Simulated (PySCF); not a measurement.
Species: CH₁₁GeNSi₂.
Bonds: Si1–C2, C2–Si3, Si3–N4, N4–Ge5. Hydrogens: H6, H7, H8 on Si1; H9, H10 on C2; H11, H12 on Si3; H13 on N4; H14, H15, H16 on Ge5.

A calculation gives these core lines: C 1s: 289.67 eV; N 1s: 403.86 eV; Si 1s: 1846.24 (area 1), 1846.52 (area 1) eV; Si 2p3/2: 106.46 (area 1), 106.62 (area 1) eV.

The calculation used delta-SCF UKS SCAN, pcX-2 on the ionised atom, pcseg-1 elsewhere, spin-free X2C in PySCF. Geometry: PBE0-D3(BJ)/def2-SVP, one conformer, isolated molecule.

**Question.** Assign the Si 1s lines to atoms.

**Answer.** 1846.24 eV: Si1 (SiH3 silicon); 1846.52 eV: Si3 (SiH2 silicon). Lowest listed Si 1s: Si1, bonded to C and 3 H. Highest, 0.28 eV above it: Si3, bonded to N, C and 2 H. Summing the Pauling electronegativity differences to the bonded atoms, each weighted by its formal bond order, gives +1.55 for the lowest site and +2.39 for the highest.

**Question.** Order the silicon atoms by Si 2p3/2 binding energy.

**Answer.** 106.46 eV: Si1 (SiH3 silicon); 106.62 eV: Si3 (SiH2 silicon). The 2 Si 2p3/2 values lie within 0.16 eV of each other.

Bonded neighbours of each site: Si1: C and 3 H; C2: 2 H and 2 Si; Si3: N, C and 2 H; N4: H, Ge and Si.

**Question.** Which effective nuclear charge Zeff reproduces each element's mean 1s value in the hydrogen-like formula E = 13.606 eV × Zeff²?

**Answer.** C (Z = 6): mean 289.7 eV, Zeff = 4.61, Z − Zeff = 1.39; N (Z = 7): mean 403.9 eV, Zeff = 5.45, Z − Zeff = 1.55; Si (Z = 14): mean 1846.4 eV, Zeff = 11.65, Z − Zeff = 2.35. Means run over the listed sites, weighted by atom count.

For 2p shells one spin-free hole was relaxed; a mean-field spin–orbit operator and the ground-state splitting of the three 2p orbitals were then diagonalised within the shell. The shell's mean is (2 × 2p3/2 + 2p1/2)/3, and the degeneracies 2j + 1 give areas of 2:1. 2p1/2 minus 2p3/2 (ligand field included): Si 0.62 eV. No level of germanium is listed.

On one thread of an x86-64 server (shared host), this took 49 s wall.

Conformer computed: `[SiH3:1][CH2:2][SiH2:3][NH:4][GeH3:5]`: Si1–C2–Si3–N4 -39°, C2–Si3–N4–Ge5 -70°.
